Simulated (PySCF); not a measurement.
**Electronic absorption of C4H7FS2**

Compound: C4H7FS2.
SMILES: `F[C@H]1CCSSC1`

The calculation used TDDFT CAM-B3LYP/def2-SVPD, vertical, gas phase, core orbitals frozen in the response in PySCF. One conformer (not necessarily the lowest) at the GFN2-xTB geometry, without solvent, vibrations or thermal averaging.

Q: List the vertical singlet excitations with oscillator strengths and describe the spectrum.

A: 

```tsv
state	E (eV)	E (kJ/mol)	λ (nm)	f	main configurations (H = HOMO, L = LUMO)
S1	4.43	427	279.9	0.0073	H→L (89%)
S2	5.39	520	230.1	0.0014	H-1→L (64%), H→L+1 (13%), H→L+2 (10%)
S3	5.80	560	213.6	0.0002	H→L+2 (46%), H-1→L (25%), H→L+1 (19%)
S4	6.29	607	197.0	0.013	H→L+3 (33%), H→L+1 (18%), H→L+2 (12%)
S5	6.50	627	190.7	0.022	H→L+1 (34%), H→L+2 (25%), H→L+3 (23%)
S6	6.83	659	181.6	0.030	H→L+3 (34%), H-1→L+2 (20%), H→L+4 (17%)
S7	6.91	666	179.6	0.039	H→L+4 (60%), H-1→L+2 (23%)
S8	7.17	691	173.0	0.016	H→L+5 (42%), H-1→L+1 (19%), H→L+6 (19%)
```

Triplets, Tamm–Dancoff:

| state | E (eV) | λ (nm) | main configurations (H = HOMO, L = LUMO) |
| --- | --- | --- | --- |
| T1 | 3.77 | 328.6 | H→L (86%) |
| T2 | 4.83 | 256.8 | H-1→L (75%) |
| T3 | 5.29 | 234.4 | H→L+2 (39%), H→L+1 (30%), H-1→L (10%) |

The lowest singlet lies at 4.43 eV (280 nm, ultraviolet) and is weak; its leading configuration is HOMO→LUMO (89%). The most intense listed level is S7 at 6.91 eV (180 nm, f = 0.039), 2.48 eV above S1. Löwdin shares by element: HOMO sulfur 81%, carbon 13% or more; LUMO sulfur 85% (atoms not listed hold the other 15%). Of the 8 states listed, 5 reach f = 0.01 and 1 stays under 0.0005. Weighted by f, the mean energy of these states is 6.63 eV. The oscillator strengths of these states sum to 0.129; summed over the whole spectrum of an exact calculation they would give the number of electrons, 72 (Thomas–Reiche–Kuhn). The window holds the lowest 8 singlets.

Hardware: x86-64 server, one thread (shared host). Cost: 66 s wall (grids of density and orbitals included).
